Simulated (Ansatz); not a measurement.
Input file for Ansatz (a quantum-chemistry and plane-wave program): R-wB97X-V/def2-TZVPPD on H2O (SMILES O). The basis file is the Basis Set Exchange's JSON of that set.

Ansatz 0.2 input:
```yaml
crystal:
  periodic: [false, false, false]
  atoms:
    - {symbol: O, position_ang: [-0.00000000, 0.00000000, 0.38961139]}
    - {symbol: H, position_ang: [0.00000000, 0.76498632, -0.19485569]}
    - {symbol: H, position_ang: [0.00000000, -0.76498632, -0.19485569]}
basis:
  gaussian:
    orbitals: def2-TZVPPD.json
hamiltonian:
  xc: {name: wB97X-V}
scf: {lower_state_search: off}
```

Output:

```
WARN ansatz: RAYON_NUM_THREADS=4 ignored (pool sized by the plan → 4); use --threads N
Functional definition: wB97X-V
these checks for a lower state are left out or cut short: stability, starts, cluster_reference, orbital_swaps, neighbouring_geometries, increment
integrals: 0.01 GiB planned
302 factors; their error is unknown
integrals: 0.05 GiB planned
104 factors; integrals over basis functions are off by at most 2.9e-5 eV
mean field: 0.18 GiB planned
mean field evaluation 1: about -2076.8924 eV, gradient 4.4e1 eV
mean field evaluation 2: about -2076.3867 eV, gradient 4.9e1 eV
mean field evaluation 4: about -2079.9556 eV, gradient 2.8e-1 eV
mean field evaluation 8: about -2079.9594 eV, gradient 2.2e-2 eV
mean field -2079.95942912 eV, -76.4370991730 hartree, gradient 7.5e-6 eV, S^2 0.000000; 0 other end points of the search recorded, 0 dependent functions left out
reference -2079.95942720 eV, -76.4370991025 hartree; 5, 5 occupied and 69, 69 virtual orbitals, 302 factors
Total energy: -2079.95942720 eV, -76.4370991025 hartree
Checks for a lower state left out: stability, starts, cluster_reference, orbital_swaps, neighbouring_geometries, increment
```

The run converged.

Cost: very roughly 0.9 core-seconds.
